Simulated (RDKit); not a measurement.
RDKit input (UFF):

```python
from rdkit import Chem
from rdkit.Chem import AllChem, rdDetermineBonds

mol = Chem.MolFromXYZFile('mol.xyz')
rdDetermineBonds.DetermineBonds(mol, charge=0)
print('SMILES', Chem.MolToSmiles(Chem.RemoveHs(mol)))
ff = AllChem.UFFGetMoleculeForceField(mol)
e0 = ff.CalcEnergy()
flag = ff.Minimize(maxIts=5000, forceTol=1e-5)
print(f'energy {e0:.4f} -> {ff.CalcEnergy():.4f} kcal/mol, converged: {flag == 0}')
print(Chem.MolToXYZBlock(mol))
```
mol.xyz:
```
13

C      2.52073900    -0.61291000    -0.30646900
C      1.27512500    -0.92863400     0.02718300
C      0.35780200    -0.07320900     0.84939200
B     -0.93760900     0.37333100     0.06476200
O     -1.64400400    -0.58742500    -0.61261700
O     -1.30175000     1.69344100     0.11018300
H      3.12578500    -1.26855700    -0.91947600
H      2.97971800     0.31277200     0.02291400
H      0.85448700    -1.86392100    -0.33054500
H      0.88585000     0.80202800     1.23145300
H      0.01799100    -0.64854300     1.72173300
H     -2.42653100    -0.28915200    -1.08610000
H     -2.10522500     1.92910200    -0.36495000
```

Output:

```
SMILES C=CCB(O)O
energy 39.1089 -> 1.5956 kcal/mol, converged: True
13

C      1.526974   -0.068376   -1.370183
C      1.108148   -0.943426   -0.450195
C      0.684058   -0.505672    0.922768
B     -0.745072    0.200753    0.880888
O     -1.918643   -0.544823    0.431663
O     -0.886732    1.589402    1.311180
H      1.834561   -0.416591   -2.350776
H      1.564558    0.994876   -1.152589
H      1.090202   -2.001396   -0.695190
H      1.439331    0.186941    1.352156
H      0.612375   -1.394511    1.584002
H     -1.961963   -0.380722   -0.544234
H     -0.745420    2.121868    0.487974
```

The geometry given is a B3LYP-D3(BJ)/def2-TZVP minimum.
